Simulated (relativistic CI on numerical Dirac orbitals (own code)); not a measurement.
# The 4d ions of charge 3+

Method of calculation: Dirac-Coulomb-Breit CI, KLI orbitals optimised for each configuration, model QED (radiative potential, 1s self-energy scaled to tabulated hydrogen-like ionisation energies), valence Slater integrals scaled by 0.85 (own radial code, finite nucleus).

Each species is treated in one configuration, given outside its closed core, with all valence electrons in the open shell. Radial values are for the open shell of highest l, unscaled and averaged over j; ζ includes the Breit term. Labels give the leading LS character, summed over repeated terms.

```tsv
Ion	Configuration	Its lowest level	LS weight (%)	g_J	g√(J(J+1))	F² (cm⁻¹)	F⁴ (cm⁻¹)	ζ (cm⁻¹)
Zr³⁺	4d	2D_3/2	100	0.799	1.55			443.3
Nb³⁺	4d2	3F_2	99	0.669	1.64	58900	38660	585
Mo³⁺	4d3	4F_3/2	99	0.402	0.78	62610	41110	747.2
Tc³⁺	4d4	5D_0	98		0.00	66260	43510	931.5
Ru³⁺	4d5	6S_5/2	99	1.998	5.91	69850	45880	1139
Rh³⁺	4d6	5D_4	98	1.496	6.69	73380	48210	1373
Pd³⁺	4d7	4F_9/2	97	1.327	6.60	76870	50510	1633
Ag³⁺	4d8	3F_4	99	1.248	5.58	80310	52780	1923
Cd³⁺	4d9	2D_5/2	100	1.200	3.55			2244
```

At low charge ζ of a weakly bound d or f electron comes out too small.
